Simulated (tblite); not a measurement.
Species: C₄H₆FNSi.
SMILES with atom numbers: `[N:1]#[C:2][SiH2:3]/[CH:4]=[CH:5]\[CH2:6][F:7]` (hydrogens: H8, H9 on Si3; H10 on C4; H11 on C5; H12, H13 on C6)

Geometry (GFN2-xTB, Å), atoms numbered from 1 in this order:
```
atom  x, y, z in Å
N1     2.327    1.472    1.390
C2     1.974    0.540    0.824
Si3    1.378   -0.956   -0.126
C4    -0.058   -0.361   -1.200
C5    -1.159    0.253   -0.789
C6    -1.506    0.557    0.631
F7    -0.752   -0.174    1.516
H8     1.051   -2.020    0.816
H9     2.484   -1.319   -1.023
H10    0.050   -0.516   -2.266
H11   -1.914    0.595   -1.488
H12   -1.324    1.615    0.860
H13   -2.555    0.315    0.837
```

Method: GFN2-xTB as coded in tblite; computed harmonic values from a numerical Hessian at the method's own geometry, unscaled. This tight-binding method is rough: wavenumbers can miss measured ones by several per cent, in bad cases by 10 to 20. Modes of hydrogen on silicon can be 10 to 20 % off. One conformer, not necessarily the lowest.

Harmonic wavenumbers (cm⁻¹): 35.5, 71.3, 102.6, 159.4, 276.7, 284.8, 303.4, 381.6, 510.1, 550.7, 606.9, 653.8, 680.3, 695.6, 772.2, 784.8, 932.0, 943.1, 978.0, 1063.9, 1193.4, 1204.7, 1312.6, 1334.1, 1421.7, 1683.3, 2220.2, 2308.1, 2357.4, 2910.6, 2934.8, 3027.4, 3048.0.

A = 2826, B = 1786, C = 1376 MHz; mass 115.025 u (most abundant isotopes); point group C1, symmetry number 1.

Question: Zero-point energy?

Answer: Half the sum of the wavenumbers: 18872 cm⁻¹ = 225.76 kJ/mol.

Question: Entropy at 200 K, 1 bar (ideal gas, RRHO, classical rotation)?

Answer: Translation 159.74, rotation 113.13, vibration 69.44: S = 342.3 J/(mol K).

Question: And Cp and H(200 K) − H(0)?

Answer: Cp = 103.39 J/(mol K), of which vibrations give 70.13 (their classical limit is 33 R = 274.4); H(200 K) − H(0) = 13.89 kJ/mol without the zero-point energy, 7.24 from vibrations.

Question: What must be added to the electronic energy to get the Gibbs energy at 200 K and 1 bar?

Answer: ZPE + [H(200 K) − H(0)] − T·S = 225.76 + 13.89 − 68.46 = 171.19 kJ/mol.

Question: Blend soft modes into free rotors: weight 1/[1 + (100 cm⁻¹/ν̃)⁴] for the oscillator and the rest for a rotor with moment μB/(μ + B), μ = h/(8π²ν), B = 10⁻⁴⁴ kg m². What vibrational entropy results?

Answer: 62.43 J/(mol K) in place of 69.44, which changes −T·S at 200 K by +1.40 kJ/mol.

Hindered rotation and anharmonicity are outside this model. Other conformers, if any are populated, would add a mixing term that is left out. The structure is chiral; the term R ln 2 for an equal mix with its mirror image is left out.

The run took 0.58 s of wall time on Arm Neoverse N1, one thread, no GPU (shared host). The figure is for the frequency step alone.
